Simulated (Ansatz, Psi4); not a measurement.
Input for Psi4:
```
memory 2 GB

molecule mol {
0 3
Si   -0.006391   -0.001951    0.085235
H     0.045667    1.283842   -0.567511
H     0.043812   -1.256535   -0.625785
}

set {
  basis sto-3g
  reference uhf
  freeze_core true
  mp2_type conv
  scf_type pk
  puream true
  d_convergence 1e-8
}

energy('ccsd(t)')
print_variables()
```

Question: Give the equivalent Ansatz (a quantum-chemistry and plane-wave program) input.

Answer: Several could match; the one computed here: 
Ansatz 0.2 input:
```yaml
crystal:
  periodic: [false, false, false]
  atoms:
    - {symbol: Si, position_ang: [-0.00639139, -0.00195053, 0.08523542]}
    - {symbol: H, position_ang: [0.04566728, 1.28384221, -0.56751131]}
    - {symbol: H, position_ang: [0.04381220, -1.25653473, -0.62578461]}
basis:
  gaussian:
    orbitals: STO-3G
magnetization: {spin_polarized: true, initial_magnetization: 2}
correlation: {method: ccsd_t, electrons: outside_noble_gas}
accuracy: high
```

Both were run: Psi4 gave -286.675531 Eh and Ansatz -286.675531 Eh, 0.000 mEh apart.
